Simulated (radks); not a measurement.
Ionisation of neutral gadolinium, [Xe] 4f7 5d1 6s2, to [Xe] 4f7 5d1 6s1 as the strength of local exchange is varied. Method: Dirac Kohn-Sham, Slater X-alpha exchange (alpha = 2/3 is LDA exchange), no correlation, spin-unpolarised, spherical densities, finite nucleus; open shells are shared between the two j in proportion to 2j + 1; Fermi nuclear charge, rms radius 5.1569 fm; computed with a radial shooting solver on a logarithmic mesh with Libxc functionals.

| alpha | E(Gd) (hartree) | exchange (hartree) | IE (eV) | -e of the level emptied (eV) | <r> of it (bohr) |
|---|---|---|---|---|---|
| 0.571 | -11231.5390 | -201.2452 | 5.518 | 3.047 (6s1/2) | 4.145 |
| 0.578 | -11234.0064 | -203.7594 | 5.550 | 3.074 (6s1/2) | 4.137 |
| 0.609 | -11244.9402 | -214.9071 | 5.695 | 3.199 (6s1/2) | 4.106 |
| 0.667 | -11265.4271 | -235.8232 | 5.975 | 3.442 (6s1/2) | 4.046 |
| 0.672 | -11267.1950 | -237.6299 | 5.999 | 3.464 (6s1/2) | 4.041 |
| 0.77 | -11301.9049 | -273.1562 | 6.492 | 3.903 (6s1/2) | 3.941 |
| 0.793 | -11310.0672 | -281.5256 | 6.611 | 4.011 (6s1/2) | 3.918 |

NIST Atomic Spectra Database: 6.150 eV (measured). The Delta-SCF value meets it near alpha = 0.70. Spin polarisation and multiplet splitting are left out, so open shells lie too high by an amount that depends on their filling. Sharing an open shell by 2j + 1 raises it above the true ground level by a part of the spin-orbit splitting, which enters the differences from NIST.

Beside tabulated values, note that spin-unpolarised runs miss the spin-polarisation part of the exchange energy of open shells.
